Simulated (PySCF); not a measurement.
**Worked example: chemical shift, span and skew from a shielding tensor**

C₃H₅NSi₂, SMILES C#CC1=N[SiH2][SiH2]1. Atoms are numbered in the order given.

```xyz
11

C     -0.2248    -3.2622     0.0000
C     -0.2567    -2.0515     0.0000
C     -0.2019    -0.6074     0.0000
N     -1.2621     0.1349     0.0000
Si    -0.5915     1.8140     0.0000
Si     1.3549     0.5361     0.0000
H     -0.2153    -4.3387     0.0000
H     -0.9833     2.5823     1.2135
H     -0.9833     2.5823    -1.2135
H      2.2146     0.4278    -1.2142
H      2.2146     0.4278     1.2142
```

Geometry optimised at ωB97X-D3(BJ)/def2-SVP. The structure was generated by enumeration, and PubChem lists no compound with its InChIKey, so it may never have been made.

GIAO shieldings from PBE/pcSseg-1 (PySCF), non-relativistic, no solvent. The symmetric part of the tensor of C3 has the principal values -128.2, -31.9, 103.4 ppm. The same nucleus in TMS has σ = 182.0 ppm at this level (PySCF, at its B3LYP-D3(BJ)/def2-TZVP geometry).

### Question
Work out the isotropic shielding, the ¹³C shift against TMS, the span and the skew.

### Answer

σ(iso) = (σ11 + σ22 + σ33)/3 = -18.9 ppm. δ = σ(ref) − σ(iso) = 182.0 − (-18.9) = 200.9 ppm.
Span Ω = σ33 − σ11 = 231.6 ppm. Skew κ = 3(σ(iso) − σ22)/Ω = 0.17. Tumbling in solution averages the tensor to δ; in a static solid the shielding alone would spread this spin-1/2 line over Ω.
